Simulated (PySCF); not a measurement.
# Stretching SiTc

Set-up: PySCF, spin-free X2C with a Gaussian nucleus, basis sets Si x2c-TZVPPall, Tc x2c-TZVPPall. Energies in eV from Si + Tc (4d5 5s2) in their ground configurations at the same level. State: quartet, unpaired electrons σ ↑, δ ↑↑.

Curves on a restricted Hartree–Fock reference rise too fast on stretching and do not dissociate correctly.

```
R (Å)  ROHF-CCSD(T)
1.965        -2.802
2.052        -3.152
2.118        -3.272
2.183        -3.303
2.248        -3.266
2.336        -3.143
2.445        -2.922
2.576        -2.635
```

Q: Put a parabola through the three lowest points of the ROHF-CCSD(T) curve and estimate Re, k and ωe (reduced mass 21.81 u; 1 eV/Å² = 0.16022 mdyn/Å; ωe = 1302.8·√(k/μ) cm⁻¹).

A: Through R = 2.118, 2.183, 2.248 Å the second-order coefficient is 8.05 eV/Å², so Re ≈ 2.180 Å, k ≈ 2.58 mdyn/Å and ωe ≈ 448 cm⁻¹. A polynomial fit of higher order to the unrounded ROHF-CCSD(T) energies gives Re = 2.176 Å, k = 2.59 mdyn/Å, ωe = 449 cm⁻¹; anharmonicity and rounding make the difference.

The higher-order fit for each curve: ROHF-CCSD(T): Re = 2.176 Å, ωe = 449 cm⁻¹, De = 3.30 eV.

Correlated steps freeze 19 core orbitals. These are scalar-relativistic numbers at best; spin–orbit coupling would shift them, the dissociation energy most. The CCSD T1 diagnostic is raised, a sign that a single reference may not be enough here. The state is the lowest single determinant that the PBE0 search found; with open d or f shells the true ground state can be another one.
